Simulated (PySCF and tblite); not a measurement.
The numbers below are computed, except where a source is named.
System: C4H3BrO3, numbered as in [O:1]=[CH:2]/[C:3](=[CH:4]\[Br:5])[C:6](=[O:7])[OH:8].

Motion: rotation about the C6–O8 bond (torsion C3–C6–O8–H from 180° to 355°, rising). GFN2-xTB gives an electronic barrier of 13.5 kcal/mol and a reaction energy of 8.5 kcal/mol.

Spin–orbit effects of heavy atoms on shieldings are missing.

PBE0/pcSseg-1 + D3(BJ) on GFN2-xTB geometries gives 12.7 kcal/mol and k(298 K) = 3.1×10⁴ s⁻¹.

(1) What does PBE0/def2-SVPD + D3(BJ) give on GFN2-xTB geometries?

Programs: tblite and PySCF.

Results:

(1) A barrier of 12.3 kcal/mol, 0.4 below the first DFT barrier (from unrounded values), a reaction energy of 7.6 kcal/mol and, with GFN2-xTB thermal terms, ΔG‡(298 K) = 11.3 kcal/mol and k = 6.4×10⁴ s⁻¹ (2 equivalent paths).
